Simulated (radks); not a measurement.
The thallium ion Tl2+, configuration [Xe] 4f14 5d10 6s0.75 7s0.25 (fractional occupations, a model configuration). Calculated with a radial shooting solver on a logarithmic mesh with Libxc functionals: Dirac Kohn-Sham, BP86, spin-unpolarised, spherical densities, finite nucleus; Fermi nuclear charge, rms radius 5.4759 fm.

Radial electron density D(r) = 4 pi r^2 rho(r):

| r (bohr) | D(r) (e/bohr) |
|---|---|
| 0.002648 | 44.29 |
| 0.003647 | 63.13 |
| 0.005023 | 84.72 |
| 0.006973 | 105.3 |
| 0.009602 | 117.3 |
| 0.01322 | 116.4 |
| 0.01836 | 107.0 |
| 0.02528 | 107.4 |
| 0.03481 | 129.7 |
| 0.04833 | 151.4 |
| 0.06655 | 137.0 |
| 0.09165 | 119.8 |
| 0.1272 | 139.8 |
| 0.1752 | 123.5 |
| 0.2413 | 80.93 |
| 0.3349 | 93.12 |
| 0.4613 | 75.09 |
| 0.6403 | 34.71 |
| 0.8818 | 23.89 |
| 1.214 | 15.65 |
| 1.686 | 6.375 |
| 2.322 | 1.799 |
| 3.197 | 0.3151 |
| 4.438 | 0.08640 |
| 6.112 | 0.05185 |
| 8.417 | 0.008705 |
| 11.68 | 0.0002449 |

D(r) has 4 maxima, at r = 0.0110, 0.0503, 0.139, 0.360 bohr, and minima at 0.0215, 0.0895, 0.255 bohr, inside which lie 2.03, 11.03, 30.04 electrons.
